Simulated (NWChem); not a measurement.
System: AlH$_{2}$OBr; SMILES [OH][AlH][Br]

```xyz
5

Al    -0.5518     1.1110     0.0000
H     -2.0652     1.5207     0.0000
Br     0.0800    -1.0559     0.0000
O      0.6093     2.3423     0.0000
H      1.5636     2.2535     0.0000
```
Atoms are numbered in this order, from 1.

All runs: NWChem. Geometry: optimised at PBE0/def2-SVP. Ions are spin-unrestricted doublets at the neutral geometry; other ion states weren't tried.

Estimate the computed values for B3LYP/def2-SVP. Quantities: vertical ionisation energy, ΔSCF (eV); −ε(HOMO) (eV).


```
Property                               Value
-------------------------------------  -----
vertical ionisation energy, ΔSCF (eV)  10.80
−ε(HOMO) (eV)                           8.11
```
